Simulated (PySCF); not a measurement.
**Polarisability and C₆ of Ga²⁺ (gallium, charge +2)**

[Ar] 3d10 4s1, 2S determinant. All numbers are calculated (PySCF 2.14, the spin-free X2C one-electron Hamiltonian (Gaussian nucleus), in x2c-QZVPPall with one added diffuse shell each of s, p, d, f type (12s8p6d5f1g, 110 functions)). Coupled (time-dependent) response in atomic units; α is the mean over directions.

```json
{"method": "UHF", "mean α (bohr³)": "12.05", "C₆ (like pair)": "37.95", "S(−4)": "135.5"}
{"method": "PBE", "mean α (bohr³)": "9.230", "C₆ (like pair)": "28.56", "S(−4)": "69.79"}
{"method": "PBE0", "mean α (bohr³)": "9.787", "C₆ (like pair)": "30.23", "S(−4)": "81.52"}
{"method": "r2SCANh", "mean α (bohr³)": "10.24", "C₆ (like pair)": "33.21", "S(−4)": "82.80"}
```

S(−4) is the Cauchy moment in α(ω) = α(0) + S(−4) ω² + …

α(iu) at UHF:

| u (hartree) | α(iu) (bohr³) |
| --- | --- |
| 0 | 12.05 |
| 0.0500 | 11.72 |
| 0.100 | 10.84 |
| 0.200 | 8.447 |
| 0.300 | 6.335 |
| 0.500 | 3.845 |
| 0.750 | 2.484 |
| 1.00 | 1.833 |
| 1.50 | 1.213 |
| 2.00 | 0.9066 |
| 3.00 | 0.5923 |
| 5.00 | 0.3296 |

A single London oscillator, α(iu) = α/(1 + u²/ω²), gives C₆ = (3/4) ω α². Matching the computed C₆ needs ω = 4 × 37.95 / (3 × 12.05²) = 0.348 hartree.

For an ion, C₆ is the dispersion term alone; charge-induced terms of lower order in 1/R come first.
